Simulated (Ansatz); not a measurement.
Geometry optimisation, RKS B3LYP-D4/STO-3G (Ansatz).

Input:

```yaml
crystal:
  periodic: [false, false, false]
  atoms:
    - { symbol: C, position_ang: [-0.738, 1.8103, 0.0412] }
    - { symbol: B, position_ang: [-0.1502, 0.5266, 0.6185] }
    - { symbol: "N", position_ang: [0.96, -0.1553, -0.1349] }
    - { symbol: Si, position_ang: [0.533, -1.8079, -0.5279] }
    - { symbol: H, position_ang: [-1.5859, 2.209, 0.6889] }
    - { symbol: H, position_ang: [-1.2176, 1.6599, -0.9723] }
    - { symbol: H, position_ang: [0.0235, 2.6378, -0.0589] }
    - { symbol: H, position_ang: [-0.5013, 0.112, 1.6408] }
    - { symbol: H, position_ang: [1.7926, -0.224, 0.5922] }
    - { symbol: H, position_ang: [-0.7144, -1.7602, -1.3833] }
    - { symbol: H, position_ang: [0.1085, -2.547, 0.7288] }
    - { symbol: H, position_ang: [1.5669, -2.5163, -1.199] }
basis:
  gaussian: { orbitals: STO-3G }
hamiltonian:
  xc: b3lyp
  dispersion: d4
relax:
  f_tol: 0.02
  max_steps: 40
scf:
  lower_state_search: "off"
```

Run as:

```bash
$ ansatz run input.yaml --threads 1 --pin off --max-ram 2048MiB --backend cpu --events-out ev --progress --plain --runs-dir out
```

Q: Where does it end, and by what steps?

A: The forces met the threshold. The force dipped under the threshold on the way, but the program's further checks kept it going. Limits of this set-up: minimal basis. After 31 steps the energy has fallen by 2.081 eV; H8 moved furthest, 1.91 Å.

```
step  energy less start (eV)  largest force component (eV/Å)  accepted
   0                  0.0000                           2.949       yes
   2                 -0.6842                           0.760       yes
   4                 -1.1224                           1.194       yes
   6                 -1.6088                           1.015       yes
   8                 -1.9589                           0.405       yes
  10                 -2.0508                           0.333       yes
  12                 -2.0592                           0.019       yes
  14                 -2.0597                           0.073       yes
  16                 -2.0604                           0.014       yes
  18                 -2.0594                           0.189        no
  20                 -2.0616                           0.016       yes
  22                 -2.0628                           0.146        no
  24                 -2.0654                           0.044       yes
  26                 -2.0668                           0.175       yes
  28                 -2.0757                           0.028       yes
  30                 -2.0795                           0.061       yes
  31                 -2.0810                           0.017       yes
```

```xyz
12
Properties=species:S:1:pos:R:3
C -0.965 1.378 0.062
B 0.321 0.840 0.818
N 0.900 -0.391 0.518
Si 0.383 -1.584 -0.693
H -1.775 1.585 0.779
H -1.365 0.693 -0.700
H -0.747 2.336 -0.437
H 0.813 1.492 1.661
H 1.740 -0.665 1.070
H 0.237 -0.955 -1.985
H -0.874 -2.186 -0.305
H 1.408 -2.599 -0.752
```

Time of the run: 49 s on 1 thread of Arm Neoverse V2, with other jobs on the host, peak memory 0.13 GiB.
